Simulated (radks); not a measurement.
Question: The mean radii <r> (bohr) of the occupied orbitals of an atom or ion are listed with their occupations. Calculated with a radial shooting solver on a logarithmic mesh with Libxc functionals: scalar-relativistic Kohn-Sham, BLYP, spin-polarised, spherical densities, finite nucleus; Fermi nuclear charge, rms radius of each element as measured or else 0.836 A^(1/3) + 0.57 fm.

| orbital | occ. | <r> |
|---|---|---|
| 1s up | 1 | 0.07455 |

Name the element and its charge. Open shells, if any, are filled with parallel spins first.

Answer: Z = 20, calcium, charge +19: Ca19+ in 1s1. The 1s radius gives Z: for a bare nucleus <r> = (2 gamma + 1)/(2Z) with gamma = sqrt(1 - (Z/c)^2), 0.07446 bohr for Z = 20, and the self-interaction of the functional makes it slightly larger (0.07455 here). The occupations add up to 1, and the charge is Z minus that.
